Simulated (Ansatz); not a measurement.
This geometry of CH6BNSi (10 atoms, charge 0, multiplicity 1) is a first-order saddle point.

All numbers below come from RKS PBE-D4/def2-SVP (Ansatz 0.2.0).

```xyz
10
Properties=species:S:1:pos:R:3
N -1.531 0.216 -1.250
B -0.647 -0.013 -0.120
C 0.217 -1.132 0.376
Si 0.993 0.745 0.723
H -1.055 0.755 -1.988
H -2.313 0.823 -0.968
H 0.315 -1.325 1.462
H 0.486 -2.024 -0.223
H 1.497 0.653 2.139
H 2.122 1.251 -0.147
```

Which two structures does it join? (They come from a converged band through this point; their orientation in space is the band's.)

No bond is made or broken. The dihedral H6–N1–B2–C3 goes from -5 to 174°. The two ends are copies of one structure, up to a mirror image or an exchange of like atoms.

Initial state:

```xyz
10
Properties=species:S:1:pos:R:3
N -1.544 0.454 -1.048
B -0.385 0.169 -0.344
C 0.370 -1.051 0.282
Si 1.173 0.649 0.750
H -1.834 1.403 -1.285
H -2.188 -0.271 -1.380
H -0.125 -1.695 1.034
H 1.008 -1.650 -0.398
H 1.048 1.094 2.180
H 2.561 0.847 0.211
```

Final state:

```xyz
10
Properties=species:S:1:pos:R:3
N -1.548 0.455 -1.039
B -0.373 0.165 -0.364
C 0.366 -1.052 0.282
Si 1.177 0.649 0.739
H -2.208 -0.267 -1.343
H -1.831 1.404 -1.287
H -0.138 -1.711 1.015
H 1.032 -1.635 -0.386
H 1.026 1.132 2.154
H 2.581 0.810 0.231
```

How far does it lie above each of them?

106.5 kJ/mol above the first and 106.4 kJ/mol above the second. This is the barrier of this one path; another mechanism may lie lower.

The run took 12 min on 1 thread of Intel(R) Xeon(R) Processor @ 2.50GHz (Skylake/Cascade Lake), on a shared host, peak memory 0.13 GiB.
